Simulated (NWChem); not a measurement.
# trifluoroacetic acid (C2HF3O2); SMILES FC(C(O)=O)(F)F

```xyz
8

O     -1.1026    -1.4745     0.0003
C      0.1115    -0.9423     0.0010
O      1.1444    -1.5407     0.0007
C      0.0167     0.5952     0.0004
F     -0.6533     1.0156     1.0696
F      1.2244     1.1252     0.0172
F     -0.6226     1.0145    -1.0881
H     -0.9993    -2.4394    -0.0008
```
Atoms are numbered in this order, from 1.

Geometry: optimised at PBE0/def2-SVP.

### Question
Give the principal values of the shielding tensors (ppm) of O1, C2, O3, C4, F5 from KT2/pcSseg-1, GIAO (NWChem), with their diamagnetic and paramagnetic parts as GIAO splits them.

### Answer
```
atom     σ11     σ22    σ33  isotropic  diamagnetic  paramagnetic
----  ------  ------  -----  ---------  -----------  ------------
O1     -16.1   162.6  241.6      129.3        392.5        -263.2
C2     -62.5    73.4   82.7       31.2        254.3        -223.2
O3    -267.9  -223.8  269.1      -74.2        403.4        -477.6
C4      45.0    63.4   82.0       63.5        243.5        -180.0
F5     168.3   234.5  331.2      244.7        475.8        -231.2
```
